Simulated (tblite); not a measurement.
C2H10NO2Si2 (doublet state).
Numbering: `[CH2:1][N:2]([CH3:3])[Si@@H:4]([OH:5])[O:6][SiH3:7]` (hydrogens: H8, H9 on C1; H10, H11, H12 on C3; H13 on Si4; H14 on O5; H15, H16, H17 on Si7)

Geometry (GFN2-xTB, Å), atoms numbered from 1 in this order:
```
atom  x, y, z in Å
C1    -0.7869   -1.6211    0.2470
N2    -1.0280   -0.2687    0.2609
C3    -2.3783    0.1190    0.5973
Si4    0.0680    0.8691   -0.4401
O5    -0.4317    2.3190    0.0944
O6     1.5794    0.5974    0.0759
Si7    2.7689   -0.3949    0.5494
H8    -1.4676   -2.2618    0.7733
H9     0.2179   -1.9416    0.0604
H10   -2.6699   -0.3312    1.5486
H11   -3.0827   -0.2112   -0.1713
H12   -2.4290    1.2000    0.6794
H13    0.1308    0.8527   -1.8984
H14    0.2207    2.9952    0.2515
H15    2.9405   -1.4353   -0.4645
H16    2.4155   -0.9695    1.8463
H17    3.9255    0.4949    0.6295
```

Computed with GFN2-xTB (tblite): harmonic, unscaled wavenumbers at the GFN2-xTB geometry, gas phase. The method is semi-empirical: single wavenumbers can be off by several per cent or more. Modes of hydrogen on silicon can be 10 to 20 % off. One conformer, not necessarily the lowest. Open shells enter through the occupations alone, without spin polarisation, and single modes of such species can be off by tens of per cent.

Harmonic wavenumbers (cm⁻¹): 42.1, 63.5, 79.1, 98.3, 135.3, 146.6, 184.2, 227.6, 244.0, 292.9, 319.5, 332.4, 397.2, 437.8, 569.1, 602.9, 630.0, 671.3, 714.5, 723.0, 772.4, 783.3, 805.7, 851.0, 908.9, 1007.4, 1072.8, 1090.2, 1097.0, 1258.4, 1346.3, 1409.2, 1431.2, 1475.2, 1491.4, 2245.5, 2257.1, 2274.1, 2278.6, 2935.8, 2969.8, 3061.7, 3121.8, 3173.8, 3690.6.

A = 2702, B = 1221, C = 908.3 MHz; mass 136.025 u (most abundant isotopes); point group C1, symmetry number 1; spin multiplicity 2.

Question: Zero-point energy?

Answer: ½Σν̃ = 25860 cm⁻¹ = 309.36 kJ/mol.

Question: Entropy at 298.15 K, 1 bar (ideal gas, RRHO, classical rotation)?

Answer: Translation 170.13, rotation 121.60, vibration 158.56, spin (R ln 2) 5.76: S = 456.0 J/(mol K).

Question: And Cp and H(298.15 K) − H(0)?

Answer: Cp = 181.70 J/(mol K), of which vibrations give 148.44 (their classical limit is 45 R = 374.2); H(298.15 K) − H(0) = 34.14 kJ/mol without the zero-point energy, 24.22 from vibrations.

Question: What must be added to the electronic energy to get the Gibbs energy at 298.15 K and 1 bar?

Answer: ZPE + [H(298.15 K) − H(0)] − T·S = 309.36 + 34.14 − 135.97 = 207.53 kJ/mol.

Question: Blend soft modes into free rotors: weight 1/[1 + (100 cm⁻¹/ν̃)⁴] for the oscillator and the rest for a rotor with moment μB/(μ + B), μ = h/(8π²ν), B = 10⁻⁴⁴ kg m². What vibrational entropy results?

Answer: 144.77 J/(mol K) in place of 158.56, which changes −T·S at 298.15 K by +4.11 kJ/mol.

Question: Which modes carry the vibrational entropy at 298.15 K?

Answer: 42.1 cm⁻¹: 21.58; 63.5 cm⁻¹: 18.18; 79.1 cm⁻¹: 16.37; 98.3 cm⁻¹: 14.59; 135.3 cm⁻¹: 12.01; 146.6 cm⁻¹: 11.36 J/(mol K); the other 39 give 64.46 together.

Question: How do the functions run with temperature in this model?

Answer: 
```json
{"T (K)": "50", "S (J/(mol K))": "256.7", "Cp (J/(mol K))": "64.1", "H − H(0) (kJ/mol)": "2.28", "G − H(0) (kJ/mol)": "-10.55", "ln q(vib)": "0.74"}
{"T (K)": "100", "S (J/(mol K))": "311.1", "Cp (J/(mol K))": "94.9", "H − H(0) (kJ/mol)": "6.30", "G − H(0) (kJ/mol)": "-24.81", "ln q(vib)": "2.43"}
{"T (K)": "373.15", "S (J/(mol K))": "499.7", "Cp (J/(mol K))": "207.6", "H − H(0) (kJ/mol)": "48.76", "G − H(0) (kJ/mol)": "-137.70", "ln q(vib)": "11.71"}
{"T (K)": "500", "S (J/(mol K))": "565.6", "Cp (J/(mol K))": "242.6", "H − H(0) (kJ/mol)": "77.42", "G − H(0) (kJ/mol)": "-205.36", "ln q(vib)": "15.55"}
{"T (K)": "750", "S (J/(mol K))": "673.6", "Cp (J/(mol K))": "290.0", "H − H(0) (kJ/mol)": "144.46", "G − H(0) (kJ/mol)": "-360.77", "ln q(vib)": "22.38"}
{"T (K)": "1000", "S (J/(mol K))": "761.6", "Cp (J/(mol K))": "321.2", "H − H(0) (kJ/mol)": "221.12", "G − H(0) (kJ/mol)": "-540.52", "ln q(vib)": "28.39"}
```

q(vib) and H(0) count from the zero-point level.

Hindered rotation and anharmonicity are outside this model. Other conformers, if any are populated, would add a mixing term that is left out. The structure is chiral; the term R ln 2 for an equal mix with its mirror image is left out.
